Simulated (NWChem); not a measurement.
SnClF3; SMILES [F][Sn]([F])([F])[Cl]

Computed with NWChem. All runs use the structure optimised with PBE-D3(BJ)/def2-SVP. def2 effective core potentials on Sn; no spin-orbit coupling. Level PBE/def2-SVP: energy and gradient on several grids; changes count from the extra-fine grid, which is no exact limit either.

| grid | size of the energy change (μHa) | largest change of a gradient component (μHa/bohr) |
|---|---|---|
| xcoarse | 7000 | 10000 |
| coarse | 100 | 500 |
| medium | 10 | 40 |
| fine | < 10 | < 30 |
| xfine | < 10 | < 30 |
